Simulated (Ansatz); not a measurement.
Consider the formal exchange of groups at the Al–C bond: `N=[CH][Al]([SH])[Cl]` + `CC(O)F` → `[OH][Al]([SH])[Cl]` + `CC(F)C=N`.

Calculated with Ansatz (gas phase, PBE0-D4/def2-TZVP geometries, no zero-point term in ΔE). CBS: MP2 limit from def2 TZ/QZ plus the TZ coupled-cluster correction, frozen cores. Functionals use def2-TZVPP. B3LYP here is the variant with VWN-RPA as its local correlation; programs differ in this. Each species was taken in one conformer, which may not be the lowest.

CCSD(T)/CBS gives -171.3 kJ/mol.

Task: Another level gave -165.0 kJ/mol. Which?
A. PBE/def2-TZVPP
B. B3LYP/def2-TZVPP
C. B2PLYP/def2-TZVPP
D. SCS-MP2/def2-TZVPP

Result: B. B3LYP -165.0, SCS-MP2/def2-TZVPP -174.2, B2PLYP -169.9, PBE -154.2 kJ/mol.

Largest T1 diagnostic among the species: 0.012.

From PBE to PBE0 (25 % exact exchange), in def2-TZVPP and without D4, ΔE moves by −7.4 kJ/mol.
